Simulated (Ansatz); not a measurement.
Cost and result for the atomization energy of CHClOSeZn (`O=C[Se][Zn][Cl]`) (6 atoms, 5 bonds).

The species carries charge 0 and has multiplicity 1. For Zn the d shell is correlated and the shells below it are frozen. Correlated methods include outer-core shells of Se, which these sets cover unevenly. Scalar relativity is left out up to krypton. The structure was optimised at the PBE0-D4/def2-TZVP level. It is one conformer, not always the lowest. Program: Ansatz. All runs use 4 threads of an Arm Neoverse V1 on a shared host. Times are those of one run each, without the atoms' runs, and a repeat can differ threefold. Electronic energies, without spin–orbit coupling; frozen cores. CCSD(T)/CBS adds CCSD(T) − MP2 in def2-TZVPP to the MP2 limit, and its time is that of the two runs behind it. T1 = 0.016. With those shells the extrapolation isn't a true limit. B3LYP takes the VWN-RPA correlation (the form of Gaussian; ORCA's B3LYP/G).

CCSD(T)/CBS is a level of theory with its own doubt, some kJ/mol a heavy atom from the limit and from the frozen cores, so smaller differences don't rank the functionals.

| level | functions | wall time |
| --- | --- | --- |
| LDA (SPW92)/def2-TZVPP | 230 | 1.6 s |
| PBE-D4/def2-TZVPP (with forces) | 230 | 3.3 s |
| BHLYP-D4/def2-TZVPP | 230 | 6 s |
| CAM-B3LYP-D4/def2-TZVPP | 230 | 6 s |
| r2SCAN-D4/def2-TZVPP (with forces) | 230 | 7.5 s |
| B3LYP-D4/def2-TZVPP (with forces) | 230 | 8 s |
| PBE-QIDH/def2-TZVPP | 230 | 8.5 s |
| CCSD(T)/def2-SVP | 114 | 11 s |
| B97M-V/def2-TZVPP | 230 | 14 s |
| ωB97M-V/def2-TZVPP (with forces) | 230 | 18 s |
| MP2/def2-QZVPP | 403 | 26 s |
| CCSD(T)/def2-TZVPP | 230 | 4.4 min |
| CCSD(T)/CBS(def2) | – | 4.8 min |

(1) What atomization energy does each give, and how far from CCSD(T)/CBS? (An estimate is asked.)

Answers

(1) The calculation gave: 
| level | atomization (kcal/mol) | difference from CCSD(T)/CBS | per bond |
| --- | --- | --- | --- |
| LDA (SPW92)/def2-TZVPP | 570.4 | 93.5 | 18.7 |
| PBE-D4/def2-TZVPP (with forces) | 494.6 | 17.7 | 3.5 |
| BHLYP-D4/def2-TZVPP | 443.4 | -33.5 | -6.7 |
| CAM-B3LYP-D4/def2-TZVPP | 468.2 | -8.7 | -1.7 |
| r2SCAN-D4/def2-TZVPP (with forces) | 483.9 | 7.0 | 1.4 |
| B3LYP-D4/def2-TZVPP (with forces) | 464.8 | -12.1 | -2.4 |
| PBE-QIDH/def2-TZVPP | 475.2 | -1.7 | -0.3 |
| CCSD(T)/def2-SVP | 440.9 | -36.0 | -7.2 |
| B97M-V/def2-TZVPP | 473.1 | -3.8 | -0.8 |
| ωB97M-V/def2-TZVPP (with forces) | 473.4 | -3.5 | -0.7 |
| MP2/def2-QZVPP | 492.6 | 15.7 | 3.1 |
| CCSD(T)/def2-TZVPP | 457.0 | -19.9 | -4.0 |
| CCSD(T)/CBS(def2) | 476.9 | 0.0 | 0.0 |

From BLYP to BHLYP (50 % exact exchange), in def2-TZVPP and without D4, the atomization energy moves by −22.5 kcal/mol: exact exchange takes away binding that semilocal exchange gives to molecules. At CCSD(T), def2-SVP lies −35.9 kcal/mol from the extrapolated value and def2-TZVPP −19.8 kcal/mol: correlation converges slowly with the basis, and small sets miss more of it in the bonded molecule than in its fragments. Leaving LDA and LC-ωPBE aside and taking each functional with its dispersion term where it has one, the values spread over 51.2 kcal/mol, from BHLYP-D4 to PBE-D4. LDA lies +80.0 kcal/mol from PBE without D4, its usual overbinding.

For some Ge, Se and Sn compounds the MP2-based and the directly extrapolated limit differ by 10 to 25 kJ/mol.
